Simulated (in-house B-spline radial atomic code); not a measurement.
**Binding energies in Cu+**

NIST's tabulated ground configuration is [Ar] 3d10; each binding energy is the energy of the ion with one electron taken from that subshell, relaxed, less that of the parent. Method: Dirac-Kohn-Sham B3LYP, spherical fractional occupations, Fermi nucleus of rms radius 3.8823 fm. Calculated with a radial B-spline atomic code at the basis-set limit. Energies include first-order Breit, QED and recoil terms. Caution: exact exchange at fractional occupations of open shells leaves self-interaction of up to several eV.

```csv
subshell,X-ray name,binding energy (eV),-ε (eV),relaxation (eV)
1s,K,9039.1,8899.1,-154.1
2s,L1,1103.9,1085.2,-19.9
2p1/2,L2,975.3,951.1,-25.4
2p3/2,L3,957.3,930.6,-27.5
3s,M1,135.8,128.6,-7.4
3p1/2,M2,93.91,86.69,-7.36
3p3/2,M3,92.07,84.06,-8.08
3d3/2,M4,23.1,15.79,-7.31
3d5/2,M5,23.04,15.50,-7.53
```

Relaxation = -ε minus the binding energy without Breit, QED and recoil terms. With a density functional, K lines can miss by some tenths of a per cent, more in light atoms. For a density functional the relaxation so defined is negative, because -ε of a Kohn-Sham level is smaller than the binding energy.

Emission lines follow as differences of binding energies, with λ = 12398.42 eV·Å / E:

```tsv
line	holes	energy (eV)	wavelength (Å)
K-L3	1s → 2p3/2	8081.8	1.5341
K-L2	1s → 2p1/2	8063.8	1.5375
K-M3	1s → 3p3/2	8947.0	1.3858
L3-M5	2p3/2 → 3d5/2	934.3	13.271
L2-M4	2p1/2 → 3d3/2	952.2	13.021
L1-M3	2s → 3p3/2	1011.8	12.253
L3-M1	2p3/2 → 3s	821.5	15.092
```

(1) What screening constant σ does Moseley's law, E = (3/4)·13.6057 eV·(Z - σ)², need for K-L3?

(2) What does it cost to remove both a 2s and a 3d3/2 electron?

(3) What does it cost to remove both a 2s and a 3d5/2 electron?

(4) What does it cost to remove both a 3p1/2 and a 3d3/2 electron?

## Answers

(1) σ = 0.86.

(2) 1147.4 eV, which is 20.4 eV more than the two single binding energies together.

(3) 1147.3 eV, which is 20.34 eV more than the two single binding energies together.

(4) 135.56 eV, which is 18.55 eV more than the two single binding energies together.
